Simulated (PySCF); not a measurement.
Isomers of CH2N2Si. All species are isolated molecules in the gas phase. Strings in code marks are SMILES.

The HOMO–LUMO gap from two functionals at the same geometries (CAM-B3LYP-D3(BJ)/def2-TZVP), both in PySCF: PBE-D3(BJ)/def2-TZVP and TPSSh-D3(BJ)/def2-TZVP. 

```
species            PBE-D3(BJ)/def2-TZVP (eV)  TPSSh-D3(BJ)/def2-TZVP (eV)
-----------------  -------------------------  ---------------------------
`N#CN=[SiH2]`                           2.59                         3.54
`[H]/N=[si]1\nc1`                       2.96                         4.24
`[H]/N=[SiH]/C#N`                       3.37                         4.48
```

Over these rows, drawn at random from the members with no instability flagged (it was tested for open shells, ions and some series alone), PBE minus TPSSh-D3(BJ): mean -1.11 eV, from -1.28 eV to -0.95 eV.
